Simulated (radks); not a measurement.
Results of a calculation; reference values are marked as such.
Valence configurations of the tin ion Sn2+ (all share [Kr]). Code: a radial shooting solver on a logarithmic mesh with Libxc functionals. Model: Dirac Kohn-Sham, PBE, spin-unpolarised, spherical densities, point nucleus; open shells are shared between the two j in proportion to 2j + 1. Energies are relative to 4d10 5s2; eigenvalues in eV.

| valence | E (eV) | e(4d3/2) | e(4d5/2) | e(5p1/2) | e(5p3/2) | e(5s1/2) |
|---|---|---|---|---|---|---|
| 4d10 5s2 | 0.000 | -43.825 | -42.776 | - | - | -26.086 |
| 4d10 5s1.5 5p0.5 | 4.157 | -44.540 | -43.489 | -18.656 | -17.939 | -26.527 |
| 4d10 5s1 5p1 | 8.349 | -45.242 | -44.189 | -19.024 | -18.296 | -26.958 |
| 4d9.5 5s1.5 5p1 | 17.566 | -47.731 | -46.651 | -19.686 | -18.915 | -27.860 |
| 4d9 5s2 5p1 | 27.578 | -50.245 | -49.139 | -20.340 | -19.524 | -28.750 |
| 4d9 5s1 5p2 | 36.597 | -51.566 | -50.456 | -21.018 | -20.179 | -29.540 |
| 4d8.5 5s1 5p2.5 | 52.372 | -54.715 | -53.577 | -21.967 | -21.072 | -30.774 |
| 4d8 5s2 5p2 | 59.600 | -56.616 | -55.454 | -22.267 | -21.338 | -31.252 |
| 4d8 5s1 5p3 | 69.262 | -57.856 | -56.690 | -22.889 | -21.937 | -31.974 |
| 4d7.5 5s1 5p3.5 | 87.277 | -60.991 | -59.797 | -23.787 | -22.779 | -33.146 |

NIST lists [Kr] 4d10 5s2 as the ground configuration; this level of theory agrees among the configurations tried. The energies are those of spherical spin-averaged densities, not of single terms.
